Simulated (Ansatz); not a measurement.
Consider the substitution at a C–Si bond: `CS[SiH](C)S` + `O[SiH2][SiH](O)F` → `CO[SiH2][SiH](O)F` + `CS[SiH2]S`.

Gas-phase electronic energies from Ansatz, PBE0-D4/def2-TZVP geometries. CBS: MP2 limit from def2 TZ/QZ plus the TZ coupled-cluster correction, frozen cores. Functionals use def2-TZVPP. Each species was taken in one conformer, which may not be the lowest.

Task: Is it downhill or uphill in electronic energy at CCSD(T)/CBS, and by how much? (An estimate is asked.)

Result: The calculation gave: Uphill: ΔE = +25.5 kcal/mol.

Task: What do these levels give: PBE-D4, r2SCAN-D4, ωB97X-V, PBE, r2SCAN, PBE0, HF/def2-TZVPP, CCSD(T)/def2-TZVPP, MP2/def2-QZVPP, HF/CBS(def2), MP2/CBS(def2), CCSD/CBS(def2)? (Best estimate.)

Result: Computed: PBE-D4 25.0, r2SCAN-D4 25.6, ωB97X-V 23.8, PBE 24.1, r2SCAN 25.3, PBE0 24.4, HF/def2-TZVPP 19.6, CCSD(T)/def2-TZVPP 24.5, MP2/def2-QZVPP 27.0, HF/CBS(def2) 19.4, MP2/CBS(def2) 27.5, CCSD/CBS(def2) 24.9 kcal/mol.

Largest T1 diagnostic among the species: 0.012.

In def2-TZVPP, CCSD(T) changes the Hartree–Fock value by +4.9 kcal/mol (the triples alone add +0.6 kcal/mol) and MP2 by +7.0 kcal/mol. The D4 term adds +1.5 kcal/mol with B3LYP and +0.8 kcal/mol with PBE0; it sums over pairs of atoms, weighted by their polarisabilities, and B3LYP, whose exchange is more repulsive, gets the larger term.

B3LYP here is the variant with VWN-RPA as its local correlation; programs differ in this.
